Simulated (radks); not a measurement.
Results of a calculation; reference values are marked as such.
The nuclear charge of neutral neon is varied continuously with 10 electrons held in [Ne]. Code: a radial shooting solver on a logarithmic mesh with Libxc functionals. Model: non-relativistic Kohn-Sham, TPSS, spin-polarised, spherical densities, point nucleus; meta-GGA in the generalised Kohn-Sham scheme. By the Hellmann-Feynman theorem dE/dZ = E(electron-nucleus)/Z, the electronic potential at the nucleus.

Z     E (hartree)  E(electron-nucleus)/Z (hartree)  HOMO  e(HOMO) (eV)  <r> HOMO (bohr)
9.8    -122.84047                         -30.2979    2p        -9.801            1.027
10     -128.98111                         -31.1081    2p       -13.504           0.9790
10.2   -135.28363                         -31.9169    2p       -17.524           0.9363
10.4   -141.74778                         -32.7245    2p       -21.852           0.8979

The central difference of E at Z = 10 is -31.108 hartree, to compare with the third column; the second derivative is -4.05 hartree.
